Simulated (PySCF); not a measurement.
Ionisation energy of Ge⁺ by level of theory

Ge⁺ [Ar] 3d10 4s2 4p1 (2P) → Ge²⁺ [Ar] 3d10 4s2 (1S), as a difference of total energies. Calculation: PySCF 2.14, in x2c-TZVPall; the spin-free X2C one-electron Hamiltonian (Gaussian nucleus). Correlated levels: valence: [Ar] 3d10 frozen. The calculations carry no spin-orbit coupling.

```
           method  ionisation energy (eV)
              UHF                  15.199
              LDA                  15.850
           M06-2X                  15.605
    MP2 (valence)                  15.437
SCS-MP2 (valence)                  15.426
   CCSD (valence)                  15.512
CCSD(T) (valence)                  15.532
```

How much does correlation contribute at CCSD(T) (valence)?

15.532 − (15.199) = 0.333 eV, measured against UHF.

Errors of the correlated levels include the incompleteness of this basis and the frozen core.

For comparison: 15.789 eV (measured; NIST levels, between the centres of gravity of the two terms).
